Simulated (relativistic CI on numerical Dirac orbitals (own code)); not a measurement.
# Sensitivity of the levels of O7+ to α

Calculated at this level of theory: Dirac equation for one electron (own radial code, finite nucleus).

Configuration list: 1s, 2s, 2p. Levels of other configurations are missing.

With x = (α/α₀)² − 1 an excitation energy changes as ω = ω₀ + qx; K = 2q/ω₀ is the relative enhancement. Terms are leading LS components, so labels can repeat.

Lowest level 1s 2S_1/2.

```csv
Level,ω₀ (cm⁻¹),q (cm⁻¹),K
2p 2P°_1/2,5271329,4128,0.00157
2s 2S_1/2,5271330,4128,0.00157
2p 2P°_3/2,5272829,5630,0.00214
```
